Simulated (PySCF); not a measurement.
## Computed beside measured shifts

System: triphenylphosphine oxide (C18H15OP), SMILES O=P(c1ccccc1)(c1ccccc1)c1ccccc1.

Atom-mapped SMILES (hydrogens are numbered by the atom that bears them): [O:1]=[P:2]([c:3]1[cH:4][cH:5][cH:6][cH:7][cH:8]1)([c:9]1[cH:10][cH:11][cH:12][cH:13][cH:14]1)[c:15]1[cH:16][cH:17][cH:18][cH:19][cH:20]1

Method: GIAO PBE0/pcSseg-2, gas phase, PySCF SCF with an in-house response code, fitting set def2-universal-JFIT up to Ne and JKFIT beyond, grid level 2, non-relativistic, geometry: PBE0-D3(BJ)/def2-SVP.

One optimised conformer. Values are averaged over the atoms that symmetry or fast rotation interchanges, on this one geometry and without vibrational averaging. Shifts are the reference shielding less the shielding here, at the same level (13C, 1H against isolated TMS; 17O against isolated H2O; 31P against isolated H3PO4); nuclei without a reference have shieldings only.

Q: What shifts does this level give for C3/9/15, C4/8/10/14/16/20, C5/7/11/13/17/19, C6/12/18, P2, P2, P2, P2, and how do they compare with measurement?

A: 
```tsv
atom	nucleus	computed / ppm	measured / ppm	computed less measured	measured against	medium of the measurement
C3/9/15	13C	146.5	135.6	10.9	TMS	solution
C4/8/10/14/16/20	13C	143.5	132.3	11.2	TMS	solution
C5/7/11/13/17/19	13C	137.1	128.8	8.3	TMS	solution
C6/12/18	13C	140.9	132.3	8.6	TMS	solution
P2	31P	3.3	29.7	-26.4	85 % H3PO4	CDCl3
P2	31P	3.3	27	-23.7	85 % H3PO4	not stated
P2	31P	3.3	24.7	-21.4	85 % H3PO4	C6D6
P2	31P	3.3	29.1	-25.8	85 % H3PO4	solution
```

Computed 19F and 31P shifts carry an offset from the reference molecule (CFCl3 is hard for DFT, lone H3PO4 or PH3 isn't the 85 % acid), so differences between compounds are more accurate than the values.

Measured values: B. Maryasin, H. Zipse, Phys. Chem. Chem. Phys. 13 (2011) 5150; E. Pretsch, P. Bühlmann, M. Badertscher, Structure Determination of Organic Compounds, 4th ed., Springer 2009; W. H. Hersh, T.-Y. Chan, Beilstein J. Org. Chem. 19 (2023) 36, supporting information.
